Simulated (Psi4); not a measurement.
CH3S, doublet, geometry from GFN2-xTB, atoms displaced at random by about 0.03 Å a coordinate; HF/def2-SVP, gradient run with Psi4.

Psi4 was given this input:
```
memory 2 GB

molecule {
0 2
  C     0.14525623    1.14677064   -0.13599311
  S    -0.08990176   -0.58038300    0.18365813
  H     0.74278569   -0.95897363   -0.76538667
  H    -0.54889248    1.71464368    0.49642448
  H     0.42701272    1.50425797   -1.08172129
symmetry c1
no_reorient
no_com
}

set basis def2-svp
set reference uhf

gradient('scf')
print_variables()
```

**Question.** Predict the main parts of the log of this Psi4 run.

**Answer.** 
```
gradient() will perform analytic gradient computation.

   => Loading Basis Set <=

    Name: DEF2-SVP
    Role: ORBITAL
    Keyword: BASIS

         ---------------------------------------------------------
                                   SCF
               by Justin Turney, Rob Parrish, Andy Simmonett
                          and Daniel G. A. Smith
                              UHF Reference
         ---------------------------------------------------------

  ==> Geometry <==

    Molecular point group: c1
    Full point group: C1

    Geometry (in Angstrom), charge = 0, multiplicity = 2:

       Center              X                  Y                   Z               Mass
    ------------   -----------------  -----------------  -----------------  -----------------
         C            0.145256230000     1.146770640000    -0.135993110000    12.000000000000
         S           -0.089901760000    -0.580383000000     0.183658130000    31.972071174400
         H            0.742785690000    -0.958973630000    -0.765386670000     1.007825032230
         H           -0.548892480000     1.714643680000     0.496424480000     1.007825032230
         H            0.427012720000     1.504257970000    -1.081721290000     1.007825032230

  Running in c1 symmetry.

  Rotational constants: A =      4.59684  B =      0.49457  C =      0.45030 [cm^-1]
  Rotational constants: A = 137809.91634  B =  14826.94450  C =  13499.66704 [MHz]
  Nuclear repulsion =   50.043170774859114

  Charge       = 0
  Multiplicity = 2
  Electrons    = 25
  Nalpha       = 13
  Nbeta        = 12

  ==> Algorithm <==

  SCF Algorithm Type is DF.
  DIIS enabled.
  MOM disabled.
  Fractional occupation disabled.
  Guess Type is SAD.
  Energy threshold   = 1.00e-08
  Density threshold  = 1.00e-08
  Integral threshold = 1.00e-12

  ==> Primary Basis <==

  Basis Set: DEF2-SVP
    Blend: DEF2-SVP
    Number of shells: 23
    Number of basis functions: 47
    Number of Cartesian functions: 49
    Spherical Harmonics?: true
    Max angular momentum: 2

   => Loading Basis Set <=

    Name: (DEF2-SVP AUX)
    Role: JKFIT
    Keyword: DF_BASIS_SCF

  ==> Integral Setup <==

  SCF_SUBTYPE=INCORE selected. In-core MEM_DF algorithm will be used.
  Using in-core AOs.

  ==> MemDFJK: Density-Fitted J/K Matrices <==

    J tasked:                   Yes
    K tasked:                   Yes
    wK tasked:                   No
    Algorithm:                 Core
    Schwarz Cutoff:           1E-12
    Mask sparsity (%):       0.0905
    Fitting Condition:        1E-10

   => Auxiliary Basis Set <=

  Basis Set: (DEF2-SVP AUX)
    Blend: DEF2-UNIVERSAL-JKFIT
    Number of shells: 81
    Number of basis functions: 257
    Number of Cartesian functions: 304
    Spherical Harmonics?: true
    Max angular momentum: 4

  Minimum eigenvalue in the overlap matrix is 1.2545196398E-02.
  Reciprocal condition number of the overlap matrix is 2.8569744258E-03.
    Using symmetric orthogonalization.

  ==> Pre-Iterations <==

  SCF Guess: Superposition of Atomic Densities via on-the-fly atomic UHF (no occupation information).

   -------------------------
    Irrep   Nso     Nmo
   -------------------------
     A         47      47
   -------------------------
    Total      47      47
   -------------------------

  ==> Iterations <==

                           Total Energy        Delta E     RMS |[F,P]|

   @DF-UHF iter SAD:  -436.43503824984271   -4.36435e+02   0.00000e+00
   @DF-UHF iter   1:  -436.87412244452946   -4.39084e-01   5.16099e-03 DIIS/ADIIS
   @DF-UHF iter   2:  -436.92016102387078   -4.60386e-02   2.50634e-03 DIIS/ADIIS
   @DF-UHF iter   3:  -436.93028712677807   -1.01261e-02   8.70292e-04 DIIS/ADIIS
   @DF-UHF iter   4:  -436.93408960620746   -3.80248e-03   4.41754e-04 DIIS/ADIIS
   @DF-UHF iter   5:  -436.93530682899200   -1.21722e-03   2.20566e-04 DIIS/ADIIS
   @DF-UHF iter   6:  -436.93569782504017   -3.90996e-04   6.37371e-05 DIIS
[...]
  @DF-UHF Final Energy:  -436.93572361746328
[...]

    Nuclear Repulsion Energy =             50.0431707748591137
    One-Electron Energy =                -701.5594956667739552
    Two-Electron Energy =                 214.5806012744515385
    Total Energy =                       -436.9357236174632817

  UHF NO Occupations:
  HONO-2 :   11  A 1.9977933
  HONO-1 :   12  A 1.9970773
  HONO-0 :   13  A 1.0000000
  LUNO+0 :   14  A 0.0029227
  LUNO+1 :   15  A 0.0022067
  LUNO+2 :   16  A 0.0011825
  LUNO+3 :   17  A 0.0007273

Computation Completed

Properties will be evaluated at   0.000000,   0.000000,   0.000000 [a0]

Properties computed using the SCF density matrix

 Multipole Moments:

 ------------------------------------------------------------------------------------
     Multipole            Electronic (a.u.)      Nuclear  (a.u.)        Total (a.u.)
 ------------------------------------------------------------------------------------

 L = 1.  Multiply by 2.5417464519 to convert [e a0] to [Debye]
 Dipole X            :          0.0265387            0.1020738            0.1286126
 Dipole Y            :          0.4775420           -0.2750990            0.2024430
 Dipole Z            :         -1.8721641            1.4586568           -0.4135073
 Magnitude           :                                                    0.4780299

 ------------------------------------------------------------------------------------

         ------------------------------------------------------------
                                   SCF GRAD
                          Rob Parrish, Justin Turney,
                       Andy Simmonett, and Alex Sokolov
         ------------------------------------------------------------

  ==> Geometry <==

    Molecular point group: c1
    Full point group: C1

    Geometry (in Angstrom), charge = 0, multiplicity = 2:

       Center              X                  Y                   Z               Mass
    ------------   -----------------  -----------------  -----------------  -----------------
         C            0.145256230000     1.146770640000    -0.135993110000    12.000000000000
         S           -0.089901760000    -0.580383000000     0.183658130000    31.972071174400
         H            0.742785690000    -0.958973630000    -0.765386670000     1.007825032230
         H           -0.548892480000     1.714643680000     0.496424480000     1.007825032230
         H            0.427012720000     1.504257970000    -1.081721290000     1.007825032230

  Nuclear repulsion =   50.043170774859114

  ==> Basis Set <==

  Basis Set: DEF2-SVP
    Blend: DEF2-SVP
    Number of shells: 23
    Number of basis functions: 47
    Number of Cartesian functions: 49
    Spherical Harmonics?: true
    Max angular momentum: 2

  ==> DFJKGrad: Density-Fitted SCF Gradients <==

    Gradient:                    1
    J tasked:                  Yes
    K tasked:                  Yes
    wK tasked:                  No
    Integrals threads:           1
    Schwarz Cutoff:          1E-12
    Fitting Condition:       1E-10

   => Auxiliary Basis Set <=

  Basis Set: (DEF2-SVP AUX)
    Blend: DEF2-UNIVERSAL-JKFIT
    Number of shells: 81
    Number of basis functions: 257
    Number of Cartesian functions: 304
    Spherical Harmonics?: true
    Max angular momentum: 4

  -Total Gradient:
     Atom            X                  Y                   Z
    ------   -----------------  -----------------  -----------------
       1        0.028358770713     0.014901275044    -0.044602830692
       2       -0.005236741405    -0.014965663763     0.006525705768
       3       -0.005115014145     0.011469697731     0.004839783059
       4       -0.010839772529    -0.004035727485     0.009482227262
       5       -0.007167242635    -0.007369581528     0.023755114604

  Variable Map:
  ----------------------------------------------------------------------------
[...]
  Array Variable Map:
  ----------------------------------------------------------------------------
[...]
[...]
```
